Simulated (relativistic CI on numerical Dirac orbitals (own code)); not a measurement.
## Transition arrays of Mn VII

These numbers are calculated, not measured: Dirac-Coulomb-Breit CI, KLI orbitals optimised for each configuration, QED by a radiative potential, valence Slater integrals scaled by 0.9, whole transition arrays (own radial code, finite nucleus).

Configurations in the expansion (outside the closed core [Ne] 3s2): 3p⁶3d, 3p⁶4f, 3p⁵3d², 3p⁶4p, 3p⁶5f. Levels of other configurations are missing.

All E1 lines from the levels of 3p⁶3d; mean and standard deviation are weighted by gf, and upper levels are sorted by their leading configuration.

```tsv
Upper configuration	Lines	Σgf	Mean (eV)	Mean (nm)	σ (eV)	Strongest line (nm)
3p⁶4f	3	7.5	75.99	16.316	0.07	16.327
3p⁵3d²	60	35.5	66.95	18.518	3.79	17.865
3p⁶4p	3	0.8	49.33	25.134	0.13	25.093
3p⁶5f	3	3.2	90.93	13.635	0.08	13.644
```

Σgf per state of the lower configuration in bins of 0.5 nm over the central range (centre: value): 13.75: 0.32, 16.25: 0.75, 17.75: 1.75, 18.25: 0.81, 19.75: 0.52, 20.25: 0.40.

Task: How do configuration mixing and the scaling of the Slater integrals move the arrays?

Result: Slater scale 0.9, no configuration mixing: 3p⁶4f 75.4 ± 0.1 eV (Σgf 4.1), 3p⁵3d² 66.8 ± 3.5 eV (Σgf 39.4), 3p⁶4p 49.5 ± 0.1 eV (Σgf 0.8), 3p⁶5f 90.7 ± 0.1 eV (Σgf 1.9); Slater scale 1: 3p⁶4f 76.2 ± 0.1 eV (Σgf 8.2), 3p⁵3d² 68.7 ± 4.2 eV (Σgf 35.7), 3p⁶4p 49.2 ± 0.1 eV (Σgf 0.8), 3p⁶5f 91.0 ± 0.1 eV (Σgf 3.5); Slater scale 0.8: 3p⁶4f 75.8 ± 0.1 eV (Σgf 6.9), 3p⁵3d² 65.2 ± 3.5 eV (Σgf 35.3), 3p⁶4p 49.4 ± 0.1 eV (Σgf 0.8), 3p⁶5f 90.9 ± 0.1 eV (Σgf 3.0). With mixing, levels are counted to their leading configuration, so an array can shrink or vanish into another, and the sums then hold other lines.
